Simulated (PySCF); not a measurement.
**Telling isomers of C6H7FN2 apart by NMR**

[PySCF 2.14.0 with density-fitted response routines: GFN2-xTB structure; NMR shieldings at PBE0/pcSseg-1/GIAO; no solvent model; relativity neglected; fast rotation and ring inversion assumed for equivalent nuclei; one computed conformer]

δ = σ(ref) − σ, references computed at the same level: TMS for $^{1}$H, $^{13}$C. Splittings of carbon signals by F and P are missing where no couplings were computed. Where no couplings were computed, multiplicities follow the n + 1 count of equivalent neighbours, and m marks all less simple cases (inequivalent or close neighbours, rings, F or P nearby). Shifts are as computed. Against solution values, carbons near 30 ppm lie about +3 ppm off and those near 130 ppm about +5 ppm (rms about the fit 2.1 ppm; single classes can miss by 10 ppm). Of 1328 compounds with measured shifts, 309 miss one by over three times the rms of a fit or turn the order of signals round; such compounds aren't used in these exercises. Signals without a measured value on file couldn't be tested in this way; 1H shifts scatter by 0.2 ppm about their fit, and single ones miss by 0.5 ppm. OH and NH positions are gas-phase values without hydrogen bonding to other molecules.

(1) Tabulate the signals of `Fc1ccnn1C1CC1`, `NCc1ccc(F)nc1` and their relative energies.

(2) What is the quickest way to tell Fc1ccnn1C1CC1 from NCc1ccc(F)nc1?

## Answers

(1) 
```tsv
SMILES	carbon types	δC	δH	E rel. (kcal/mol)
Fc1ccnn1C1CC1	1×C 3×CH 2×CH2	164.6, 139.9, 91.5, 29.7, 9.3	7.38 (m, 1H), 5.76 (m, 1H), 3.56 (m, 1H), 1.46 (m, 2H), 0.89 (m, 2H)	34.5
NCc1ccc(F)nc1	2×C 3×CH 1×CH2	173.0, 153.1, 145.5, 144.9, 114.8, 50.3	8.43 (m, 1H), 7.85 (m, 1H), 7.04 (m, 1H), 3.86 (s, 2H), 0.69 (br s, 2H)	0.0
```

Energies are electronic energies at PBE0/pcSseg-1 on these geometries, without zero-point or thermal terms, each for the one conformer computed, which needn't be the lowest.

(2) Count the carbon signals: 5 against 6. The first has a three-membered-ring carbon (CH) at 29.7 ppm, the second an sp3 CH2 bonded to N, on an aromatic ring at 50.3 ppm. Their most deshielded carbons lie at 164.6 and 173.0 ppm. In the proton spectra the most deshielded non-exchanging signals are 7.38 (m, 1H) and 8.43 (m, 1H).
